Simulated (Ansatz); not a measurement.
Stepwise reaction of `O[SiH2][SiH](O)O` with hydrogen fluoride, as a gas-phase model of exchange steps in deposition or etching. ΔE in kJ/mol; ΔG adds harmonic PBE0-D4 terms to CCSD(T)/CBS, at 1 bar.

Isolated molecules relaxed with PBE0-D4/def2-TZVP in Ansatz; ΔE leaves out vibrations. CCSD(T)/CBS adds triple-zeta CCSD(T) − MP2 to the extrapolated MP2 energy (def2 sets, frozen cores). This one scheme is used for every species. Functionals use def2-TZVPP. B3LYP here is the variant with VWN-RPA as its local correlation; programs differ in this. Each species was taken in one conformer, which may not be the lowest.

| step | reaction | PBE-D4 | B3LYP-D4 | ωB97M-V | CCSD(T)/CBS | ΔG(500 K) |
| --- | --- | --- | --- | --- | --- | --- |
| 1 | `O[SiH2][SiH](O)O` + H–F → `O[SiH](O)[SiH2]F` + H₂O | -36.6 | -41.0 | -39.3 | -39.4 | -42.6 |
| 2 | `O[SiH](O)[SiH2]F` + H–F → `O[SiH](F)[SiH2]F` + H₂O | -39.7 | -41.9 | -41.5 | -40.6 | -42.6 |
| 3 | `O[SiH](F)[SiH2]F` + H–F → `F[SiH2][SiH](F)F` + H₂O | -34.3 | -37.8 | -37.0 | -37.2 | -39.1 |

(1) By hand: ΔE of the 3 steps together at CCSD(T)/CBS.

Answers

(1) (-39.4) + (-40.6) + (-37.2) = -117.2 kJ/mol, or -39.1 kJ/mol a step.

In ΔE the steps differ by no more than 3.4 kJ/mol. All are downhill at CCSD(T)/CBS. ΔG lies between -42.6 and -39.1 kJ/mol a step. PBE-D4 differs from CCSD(T)/CBS by 0.9 to 2.9 kJ/mol a step. Only this route is followed, and other bonds may react first. Isolated molecules leave out the surface, adducts and barriers. Largest T1 diagnostic: 0.012.
